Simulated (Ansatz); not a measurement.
This geometry of C₃H₁₂AlNSi (18 atoms, charge 0, multiplicity 1) is a first-order saddle point.

Level of theory: UKS PBE0-D4/STO-3G (Ansatz 0.2.0).

```xyz
18
Properties=species:S:1:pos:R:3
C 0.673 0.845 1.912
C 0.834 0.091 0.566
Si 0.952 -1.760 0.853
Al -0.552 0.497 -0.681
C -0.394 -0.098 -2.489
N -2.018 1.390 -0.104
H -0.280 0.598 2.399
H 1.478 0.603 2.623
H 0.685 1.935 1.768
H 1.794 0.390 0.124
H 1.290 -2.441 -0.375
H -0.315 -2.284 1.307
H 1.950 -2.087 1.845
H 0.645 -0.279 -2.781
H -0.815 0.610 -3.209
H -0.928 -1.044 -2.638
H -2.166 2.225 -0.728
H -2.870 0.819 -0.340
```

Q: Which two structures does it join? (They come from a converged band through this point; their orientation in space is the band's.)

A: No bond is made or broken.

First end point:

```xyz
18
Properties=species:S:1:pos:R:3
C 0.590 0.863 1.856
C 0.825 0.107 0.522
Si 1.046 -1.727 0.839
Al -0.549 0.436 -0.769
C -0.453 -0.169 -2.573
N -1.957 1.290 -0.263
H -0.337 0.534 2.348
H 1.408 0.704 2.575
H 0.506 1.948 1.701
H 1.777 0.465 0.105
H 1.383 -2.419 -0.383
H -0.179 -2.301 1.345
H 2.087 -1.987 1.807
H 0.554 -0.066 -2.991
H -1.132 0.378 -3.234
H -0.715 -1.229 -2.657
H -2.129 1.661 0.684
H -2.764 1.524 -0.862
```

Last end point:

```xyz
18
Properties=species:S:1:pos:R:3
C 0.595 0.863 1.854
C 0.825 0.102 0.522
Si 1.033 -1.733 0.844
Al -0.547 0.437 -0.769
C -0.448 -0.163 -2.575
N -1.954 1.292 -0.264
H -0.334 0.543 2.347
H 1.412 0.700 2.573
H 0.520 1.949 1.696
H 1.780 0.452 0.104
H 1.362 -2.431 -0.376
H -0.196 -2.296 1.354
H 2.074 -1.997 1.811
H 0.533 0.031 -3.021
H -1.193 0.316 -3.218
H -0.613 -1.244 -2.651
H -2.760 1.529 -0.863
H -2.127 1.661 0.684
```

Q: How far does it lie above each of them?

A: 57.0 kJ/mol above the first and 57.0 kJ/mol above the second. This is the barrier of this one path; another mechanism may lie lower. Limits of this set-up: minimal basis.

Time of the run: 24 min on 1 thread of Arm Neoverse N1 (shared host), peak memory 0.23 GiB.
